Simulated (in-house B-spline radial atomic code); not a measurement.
Se⁶⁺. Computed with a B-spline radial atomic code. Model: all-electron spherical atom, spin shells full or empty, radial basis limit, no spin-orbit coupling, Breit or QED, empty-state partial waves extrapolated as (l+1/2)^-4, RPA, G0W0 and static COHSEX of the highest shell as one setting changes (uncorrelated shells keep exact exchange).

Given: element Se; charge 6; filled core Ar; hamiltonian one-electron scalar X2C; mean-field start HSE06; highest l of empty states 9; nuclear rms radius 4.14 fm; highest mean-field shell 3d.

Shell: 3d 5 5 (electrons up and down).

```csv
lowest nl shells left uncorrelated,RPA correlation energy (hartree),G0W0 level (eV),G0W0 minus most complete (meV),COHSEX level (eV),linearised minus solved G0W0 (meV)
0,-2.1043,-155.97,0,-160.74,-24.1
1,?,?,?,?,?
2,-1.7727,-155.94,29.5,-160.71,-23.9
3,?,?,?,?,?
4,-1.0939,-155.93,42.7,-160.63,-24.5
5,-0.59012,-156.74,-771.6,-160.91,-30.3
```

Question: What follows for lowest nl shells left uncorrelated = 3?

Answer: RPA correlation energy -1.2782 hartree; G0W0 level -155.86 eV; G0W0 minus most complete 111.5 meV; COHSEX level -160.72 eV; linearised minus solved G0W0 -23.6 meV.

Question: What follows for lowest nl shells left uncorrelated = 1?

Answer: RPA correlation energy -1.9514 hartree; G0W0 level -155.97 eV; G0W0 minus most complete 0.6 meV; COHSEX level -160.74 eV; linearised minus solved G0W0 -24.1 meV.
